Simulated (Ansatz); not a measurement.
Here is a job for Ansatz (a first-principles code).
Ansatz 0.2 input:
```yaml
crystal:
  periodic: [false, false, false]
  atoms:
    - {symbol: Si, position_ang: [-0.90600000, 0.10350000, -0.02030000]}
    - {symbol: C, position_ang: [0.97630000, -0.11150000, 0.02190000]}
    - {symbol: H, position_ang: [-1.47950000, -0.79850000, -1.02150000]}
    - {symbol: H, position_ang: [-1.23290000, 1.48800000, -0.36840000]}
    - {symbol: H, position_ang: [-1.46450000, -0.21230000, 1.29620000]}
    - {symbol: H, position_ang: [1.25200000, -1.13100000, 0.27800000]}
    - {symbol: H, position_ang: [1.43280000, 0.54590000, 0.75700000]}
    - {symbol: H, position_ang: [1.42180000, 0.11590000, -0.94280000]}
basis:
  gaussian:
    orbitals: cc-pVDZ
hamiltonian:
  xc: pbe0
total_charge: -1
magnetization: {spin_polarized: true, initial_magnetization: 1}
```

Task: Give the <S^2> at the level PBE0/cc-pVDZ run with Ansatz.

Result: 0.752

Task: What is the computed number of basis functions (PBE0/cc-pVDZ)?

Result: 62

Task: What total energy does PBE0/cc-pVDZ give?

Result: -330.9103 Eh

A gas-phase anion may not be bound at this level; its values then depend on the basis.
